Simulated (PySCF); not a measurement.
The complex [CrI3]- (charge -1) contains Cr(II), shell d4. The structure is a model geometry with rigid ligands and bond lengths from ionic radii, not a minimum; coordination trigonal planar, point group D3h, metal–donor distances 2.68 Å.

```
4

Cr    0.0000    0.0000    0.0000
I     2.6800    0.0000    0.0000
I    -1.3400    2.3209    0.0000
I    -1.3400   -2.3209    0.0000
```

Method (PySCF 2.14, density fitting): CASSCF(4,5) with orbitals averaged over all microstates of the shell, strongly contracted NEVPT2 on the averaged canonical orbitals; basis x2c-TZVPall on the metal, x2c-SVPall elsewhere; spin-free X2C; gas phase; spin-orbit coupling by state interaction with the mean-field operator over all roots.

Task: Which term lies lowest, and with what spin?

Result: 5E' (S = 2, orbital degeneracy 2), orbital occupations from the lowest 1.0 1.0 1.0 0.5 0.5, by NEVPT2.

Task: List the excited states of the same spin.

Result: By NEVPT2: 5E'' at 4655 cm⁻¹; 5A1' at 5885 cm⁻¹. The strongest, at 4655 cm⁻¹, has f = 2.7e-05.

Task: Which is the lowest state of another spin?

Result: 3A2'' at 18346 cm⁻¹ by NEVPT2; CASSCF alone puts it at 19430 cm⁻¹ above the same ground state.

Task: What ligand-field parameters describe the result?

Result: At CASSCF level (the NEVPT2 levels don't fit a ligand-field model well): orbital energies 0, 954, 954, 4779, 4779 cm⁻¹; B = 954 cm⁻¹; C = 3572 cm⁻¹; B over its free-ion value at the same level 0.918; rms of the fit 154 cm⁻¹; ζ = 196 cm⁻¹ (free ion 239).

Task: What are the magnetic parameters?

Result: Degenerate or low-lying orbital states mix with the ground state, so no spin-only Hamiltonian applies. The lowest spin-orbit level is 2-fold; the next lies at 67.0 cm⁻¹. The two lowest states form a pseudo-doublet split by 0.032 cm⁻¹ with g_z = 4.47. μeff is 4.75 μB at 300 K and 2.57 μB at 10 K; the spin-only value is 4.90 μB.

The geometry is a model, and the complex may not exist in this form. The ground state is orbitally degenerate in this regular structure, which would distort (Jahn–Teller), so its moment is that of the undistorted model. NEVPT2 lifts 5A1' from 4890 to 5885 cm⁻¹; on the d shell alone such lifts tend to overshoot. Gaps between spin states lean to high spin in this active space.

The job took 19 s on one thread of Intel Xeon 6975P-C (shared host), with 156 basis functions, launched as `OMP_NUM_THREADS=1 python lf_run.py task.json out`.
